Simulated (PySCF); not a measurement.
Al(F)(Me)(NHMe) (C2H7AlFN), SMILES [CH3][Al]([NH]C)[F]. Geometry: PBE-D3(BJ)/def2-SVP. The structure was generated by enumeration; whether it is a known compound was not checked. The values are those of a single conformer.

Q: Give the equilibrium geometry at PBE-D3(BJ)/def2-SVP (PySCF confirms it by a frequency run) as a Z-matrix, and its point group. (Estimate from the structure and the level; the computed values follow.)

A: Several could match; the one computed here: point group Cs.
```
Al
F 1 1.6857
N 1 1.7843 2 115.09
H 3 1.0246 1 118.82 2 0.00
C 3 1.4521 4 112.28 1 180.00
H 5 1.1100 3 110.27 4 180.00
H 5 1.1152 6 106.56 3 -123.03
H 5 1.1152 6 106.56 7 -113.94
C 1 1.9498 2 120.63 3 180.00
H 9 1.1089 1 112.53 2 180.00
H 9 1.1100 10 107.82 1 122.50
H 9 1.1100 10 107.82 11 114.99
```
Charge 0, spin multiplicity 1.
